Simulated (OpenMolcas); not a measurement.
## d6 ions of charge +4 down a group on the Ga site of K2NaGaF6

```yaml
Program: OpenMolcas
Method: CASSCF
Spin-orbit_coupling: state interaction with AMFI integrals over the reference wave functions
```

The d shell is active. Each dopant is a cluster with its nearest anions in model potentials and point charges, with no relaxation and no local charge compensation. Distances were set from a Shannon-type radius of the metal (high-spin where two are listed) plus a fixed donor radius (F 1.31 Å), in hosts weighted 0.65 to 0.35 with the host's distance in the model lattice. Ligand basis ANO-RCC-VDZP, DKH2 Hamiltonian. States (labels of O, the rotations of Oh). Energies in cm-1 above the lowest state or level, χT in cm3 K/mol; under a threefold ground state the first gap can be a small split of the lowest multiplet, not the spin-orbit step. Spin-only χT is S(S+1) / 2 for the spin of the ground state.

```csv
Ion,Shell,R (Å),Metal basis,Ground state,First state of that spin,First gap with spin-orbit (degeneracies),χT at 300 K,First state of another spin,Spin-only χT
Ni4+,3d6,1.842,ANO-RCC-VTZP,5T2,5E 17993,"327.1 (3, 2)",4.096,1A1 6232,3.000
Pd4+,4d6,1.929,ANO-RCC-VTZP,1A1,1T1 25154,"18934 (1, 2)",0.015,3T1 19482,0.000
```

Below the highest spin of the shell: Pd4+. χT departs most from the spin-only value for Ni4+, by +1.096 cm3 K/mol.

Without dynamic correlation the repulsion within the d shell is too large (B by tens of per cent), so at a given field states of lower spin stand too high. The least metal-like active orbital is 65 % on the metal (Löwdin) and no ligand orbital is active, so the numbers are rough, and ground spin, moment and any spin crossover can be artefacts of this space; highly charged d ions in such sites are as a rule low spin. Ligand-to-metal charge-transfer states are missing. With no ligand orbital active B as a rule stays too high, so bands that hang on it stand too high and its fall with covalency is understated. An orbital triplet at a regular site is open to Jahn-Teller coupling, which can distort the site and quench the lowest spin-orbit gaps and is left out (holds for Ni4+). This shell can be high or low spin here, a state of another spin lies low, and with metal d orbitals alone active their balance is uncertain, so the ground spin may be wrong (holds for Ni4+). With metal d orbitals alone and no dynamic correlation 10Dq can be off by a tenth to a fifth, either way, in oxide and fluoride hosts (holds for Ni4+). With metal d orbitals alone the field can be off either way by tens of per cent (holds for Pd4+). No measured value stands beside these numbers; the geometry was set by hand and not optimised.
